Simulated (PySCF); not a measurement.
Si(CCH)2(H)(Me) (C5H6Si), SMILES C(#C)[SiH](C)C#C. Geometry optimised at PBE-D3(BJ)/def2-SVP.

Give the equilibrium geometry at PBE-D3(BJ)/def2-SVP (PySCF confirms it by a frequency run) as a Z-matrix, and its point group. (The exact figures need the calculation; the answer reports its results.)

point group Cs.
```
Si
H 1 1.5027
C 1 1.8425 2 108.32
C 3 1.2287 2 148.49 1 -177.73
H 4 1.0824 2 158.15 1 -178.74
C 1 1.8425 2 108.32 3 -117.92
C 6 1.2287 2 148.49 1 177.73
H 7 1.0824 2 158.15 1 178.74
C 1 1.8819 2 110.89 3 121.04
H 9 1.1078 1 110.34 2 180.00
H 9 1.1084 10 108.58 1 120.97
H 9 1.1084 10 108.58 11 118.05
```
